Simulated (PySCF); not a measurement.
C4H6ClF, SMILES CC/C(F)=C/Cl. Atoms are numbered in the order given.

```xyz
12

C      2.5738    -0.3495     1.0138
C      1.4997    -1.1131     0.2335
C      0.3398    -0.2439    -0.1401
F      0.6845     0.8126    -0.8875
C     -0.9326    -0.4324     0.2128
Cl    -2.2008     0.6327    -0.2653
H      2.9385     0.5099     0.4314
H      2.1719     0.0305     1.9661
H      3.4317    -1.0016     1.2367
H      1.9324    -1.5202    -0.6972
H      1.1238    -1.9692     0.8142
H     -1.2294    -1.2845     0.8252
```

Coordinates come from a ωB97X-D3(BJ)/def2-SVP optimisation. The structure was generated by enumeration; whether it is a known compound was not checked. The values are those of a single conformer.

These are PySCF with PBE/pcSseg-1 values and carry that method's errors.

GIAO shieldings, no solvent; atoms listed in one row are averaged. δ = σ(ref) − σ: ¹³C against TMS (σ = 182.0 ppm); ¹⁹F against CFCl3 (σ = 133.6 ppm); ³⁵Cl against HCl (σ = 936.5 ppm); ¹H against TMS (σ = 31.49 ppm), references at their B3LYP-D3(BJ)/def2-TZVP geometries, non-relativistic (without spin–orbit terms, shifts of atoms bonded to Cl or Br come out too high).

Computed chemical shifts:
```json
[
 {"nucleus": "¹³C", "atoms": "C3", "count": "1", "δ (ppm)": "172.7"},
 {"nucleus": "¹³C", "atoms": "C5", "count": "1", "δ (ppm)": "107.0"},
 {"nucleus": "¹³C", "atoms": "C2", "count": "1", "δ (ppm)": "32.8"},
 {"nucleus": "¹³C", "atoms": "C1", "count": "1", "δ (ppm)": "16.0"},
 {"nucleus": "¹⁹F", "atoms": "F4", "count": "1", "δ (ppm)": "-125.9"},
 {"nucleus": "³⁵Cl", "atoms": "Cl6", "count": "1", "δ (ppm)": "162.7"},
 {"nucleus": "¹H", "atoms": "H12", "count": "1", "δ (ppm)": "5.47"},
 {"nucleus": "¹H", "atoms": "H10", "count": "1", "δ (ppm)": "2.64"},
 {"nucleus": "¹H", "atoms": "H11", "count": "1", "δ (ppm)": "2.20"},
 {"nucleus": "¹H", "atoms": "H7, H8, H9", "count": "3", "δ (ppm)": "1.45"}
]
```
